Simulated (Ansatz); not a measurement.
`[OH][SnH]([OH])[Cl]` + CH₃OH → `C[O][SnH]([OH])[Cl]` + H₂O  (ligand exchange at the Sn–O bond)

Program: Ansatz. Geometries: PBE0-D4/def2-TZVP. ΔE: electronic, gas phase. CCSD(T)/CBS adds triple-zeta CCSD(T) − MP2 to the extrapolated MP2 energy (def2 sets, frozen cores). This one scheme is used for every species. Functionals use def2-TZVPP. B3LYP here is the variant with VWN-RPA as its local correlation; programs differ in this. def2 core potentials past Kr. For Sn outer-core shells are correlated without core-valence functions, which leaves a few kJ/mol of doubt a bond. One conformer a species, not always the lowest.

```csv
level,ΔE (kJ/mol),difference from CCSD(T)/CBS
PBE-D4,3.5,4.9
r2SCAN-D4,3.9,5.3
PBE0-D4,3.7,5.1
B3LYP-D4,2.2,3.6
ωB97X-V,4.3,5.7
ωB97M-V,4.2,5.6
B2PLYP,5.0,6.4
PBE,7.4,8.8
r2SCAN,5.1,6.5
PBE0,7.3,8.7
B3LYP,8.2,9.6
HF/def2-TZVPP,9.4,10.8
MP2/def2-TZVPP,-0.1,1.3
SCS-MP2/def2-TZVPP,2.1,3.5
CCSD/def2-TZVPP,2.5,3.9
CCSD(T)/def2-TZVPP,1.0,2.4
HF/def2-QZVPP,8.8,10.2
MP2/def2-QZVPP,-1.7,-0.3
SCS-MP2/def2-QZVPP,0.7,2.1
HF/CBS(def2),8.7,10.1
MP2/CBS(def2),-2.5,-1.1
CCSD/CBS(def2),0.1,1.5
CCSD(T)/CBS,-1.4,0
```

Largest T1 diagnostic among the species: 0.013.

The D4 term adds −6.0 kJ/mol with B3LYP and −3.5 kJ/mol with PBE0; it sums over pairs of atoms, weighted by their polarisabilities, and B3LYP, whose exchange is more repulsive, gets the larger term. In def2-TZVPP, CCSD(T) changes the Hartree–Fock value by −8.3 kJ/mol (the triples alone add −1.4 kJ/mol) and MP2 by −9.4 kJ/mol.
